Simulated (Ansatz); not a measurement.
Ideal-gas functions of Cl₂F₂H₂OSi₂, SMILES `F[Si](F)(Cl)O[SiH2]Cl` at 500 K and 1 bar, from an Ansatz frequency run at PBE0-D4/def2-TZVP.

Molar mass 183.09 g/mol, point group C1 (symmetry number 1), electronic degeneracy 1, moments of inertia 268.314, 685.254, 751.384 u Å². Harmonic wavenumbers (cm⁻¹, unscaled): 15, 26, 44, 182, 222, 250, 303, 345, 376, 524, 562, 634, 705, 739, 898, 925, 966, 998, 1166, 2276, 2291.

Use S(trans) = R[1.5 ln M + 2.5 ln T − 1.1517]; rotational temperatures θ = 24.2544 K / I; S(rot) = R[ln(√π/σ · √(T³/θAθBθC)) + 1.5]; for each mode x = 1.438777 ν̃/T, S = R[x/(eˣ − 1) − ln(1 − e⁻ˣ)] and H = RT x/(eˣ − 1); 1 cm⁻¹ = 0.0119627 kJ/mol; R = 8.31446 J/(mol·K).

By hand: the entropy, in J/(mol·K).

Translation 184.6. Rotation: θ = 0.0904, 0.0354, 0.0323 K, giving 132.9. Vibration, mode by mode: 34.45, 29.87, 25.50, 13.79, 12.18, 11.23, 9.71, 8.71, 8.05, 5.65, 5.17, 4.38, 3.73, 3.45, 2.41, 2.26, 2.06, 1.92, 1.30, 0.09, 0.09, in all 186.0. Electronic 0.0. Sum 503.5 J/(mol·K).

By hand: H − E and G − E in kJ/mol, counted from the electronic energy.

Zero-point energy ½ × 14447 × 0.0119627 = 86.4; thermal vibration 39.4; translation, rotation and pV give 4 RT = 16.6. H − E = 142.4 kJ/mol, and G − E = 142.4 − 500 × 503.5/1000 = -109.3 kJ/mol.

Vibration gives 37 % of the entropy, 89.8 J/(mol·K) of it from the modes under 150 cm⁻¹: soft modes count most, and the harmonic formula is weakest for them. The sum counts one conformer and one mirror image; others add a mixing term.
